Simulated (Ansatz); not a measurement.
A calculation with Ansatz (development build ahead of 0.2.0).

```yaml
crystal:
  periodic: [false, false, false]
  atoms:
    - { symbol: C, position_ang: [1.56, 0.0, 0.78] }
    - { symbol: C, position_ang: [0.78, 1.35505, 0.78] }
    - { symbol: C, position_ang: [-0.78, 1.35505, 0.78] }
    - { symbol: C, position_ang: [-1.56, 0.0, 0.78] }
    - { symbol: C, position_ang: [-0.78, -1.35505, 0.78] }
    - { symbol: C, position_ang: [0.78, -1.35505, 0.78] }
    - { symbol: C, position_ang: [1.56, 0.0, -0.78] }
    - { symbol: C, position_ang: [0.78, 1.35505, -0.78] }
    - { symbol: C, position_ang: [-0.78, 1.35505, -0.78] }
    - { symbol: C, position_ang: [-1.56, 0.0, -0.78] }
    - { symbol: C, position_ang: [-0.78, -1.35505, -0.78] }
    - { symbol: C, position_ang: [0.78, -1.35505, -0.78] }
    - { symbol: H, position_ang: [2.45, 0.0, 1.4] }
    - { symbol: H, position_ang: [1.225, 2.12813, 1.4] }
    - { symbol: H, position_ang: [-1.225, 2.12813, 1.4] }
    - { symbol: H, position_ang: [-2.45, 0.0, 1.4] }
    - { symbol: H, position_ang: [-1.225, -2.12813, 1.4] }
    - { symbol: H, position_ang: [1.225, -2.12813, 1.4] }
    - { symbol: H, position_ang: [2.45, 0.0, -1.4] }
    - { symbol: H, position_ang: [1.225, 2.12813, -1.4] }
    - { symbol: H, position_ang: [-1.225, 2.12813, -1.4] }
    - { symbol: H, position_ang: [-2.45, 0.0, -1.4] }
    - { symbol: H, position_ang: [-1.225, -2.12813, -1.4] }
    - { symbol: H, position_ang: [1.225, -2.12813, -1.4] }
basis:
  gaussian: { orbitals: "6-31G" }
hamiltonian:
  xc: hf
```

The input is written out in the form of the current development build from the run's settings.

Results

- Converged: yes
- Total energy: -460.98775 hartree
- Spin squared of the determinant: 0.000
